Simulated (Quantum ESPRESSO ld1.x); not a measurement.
The numbers below are computed, except where a source is named.
Q: Species: the chromium ion Cr2+. Configuration: [Ne] 3s2 3p5.75 3d4 4s0.25 (fractional occupations, a model configuration). Level of theory: non-relativistic Kohn-Sham, LDA (Slater exchange, VWN5 correlation), spin-polarised, spherical densities, point nucleus; open shells are filled with parallel spins first (ld1.x of Quantum ESPRESSO 7.5). Some entries of the table are withheld. Estimate them.

orbital,occ.,eigenvalue (hartree),<r^2> (bohr^2),<r> (bohr)
1s up,1,-214.752,0.005546,0.06431
1s down,1,-214.748,0.005546,0.06430
2s up,1,-25.0044,0.1042,0.2970
2s down,1,-24.9343,0.1038,0.2965
2p up,3,-21.4117,0.08417,0.2615
2p down,3,-21.3560,0.08377,0.2610
3s up,1,-3.55669,0.9422,0.9037
3s down,1,-3.39280,0.9509,0.9075
3p up,3,-2.55371,1.070,0.9534
3p down,2.75,-2.39336,1.087,0.9602
3d up,4,(1),1.759,1.175
3d down,0,(2),1.955,1.230
4s up,0.25,(3),7.734,2.615
4s down,0,(4),8.470,2.735
4p up,0,-0.53154,10.57,3.051
4p down,0,-0.48111,11.93,3.239
5s up,0,-0.27402,37.44,5.777
5s down,0,-0.26066,40.60,6.012

A: 
(1) 3d up eigenvalue (hartree): -0.96550
(2) 3d down eigenvalue (hartree): -0.81825
(3) 4s up eigenvalue (hartree): -0.72982
(4) 4s down eigenvalue (hartree): -0.66329
